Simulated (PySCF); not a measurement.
Molecule: Si(OMe)(SeH)3, CH₆OSe₃Si, SMILES CO[Si]([SeH])([SeH])[SeH], singlet. Atoms near the plane z = 0.0 Å, at the CAM-B3LYP/def2-SVP optimised geometry (x, y, z in Å): Si3 (0.3, 0.9, 0.0), Se4 (-1.9, 1.4, -0.5), Se5 (0.4, -1.4, 0.0), H11 (1.9, -1.4, 0.0).

Method: CAM-B3LYP/def2-TZVP in PySCF. Cells within 0.4 Å of a nucleus heavier than hydrogen are left out (blank, or x). The values are rescaled to run from 0 to 1.

```
|1000000000000000111111111111111|
|1000000000000001111122221111111|
|0000000000000011112222222211111|
|0000000000000111222333332211111|
|1001111222111122333444443221111|
|1111234666432334555566654321111|
|1112479999975578998889875321111|
|1123799999999999999999986321101|
|1125999999999999999999996321000|
|1136999999999999999999985310000|
|1126999999999999999999974210000|
|012599999999999xxx9999853210001|
|001379999999999xxx9999743110011|
|0001389999999999x99999742111111|
|0000135899999999999999643211111|
|0000001234589999999999643222111|
|0000000112469999999998654322222|
|0000000012369999999999976433222|
|0000000012369999999999999643322|
|0000000112479999xx9999999954322|
|0000000112479999xxx999999964322|
|1000001112379999xx9999999964322|
|1111111112359999999999999753322|
|1111111111237999999999997543322|
|1111111111124799999998655433222|
|1111111111112369999975443332222|
|1111111111111234555543333222222|
|1111111111111112233332222222222|
|1111111111111111122222222222222|
|1111111111111111111222222222222|
|1111111111111111111111222222222|
```
Scale: ten equal steps from 0.000 (start of '0') to 1.00 (end of '9'), in the order '0123456789'; x runs from -4.00 to 4.00, y from -4.00 (bottom) to 4.00 (top).

Task: Which quantity is mapped?
A) deformation density (molecule minus spherical neutral atoms)
B) Laplacian of the electron density
C) an orbital amplitude
D) electrostatic potential

Result: D, electrostatic potential. In full: electrostatic potential (hartree/e), clipped to [-0.08, 0.12].
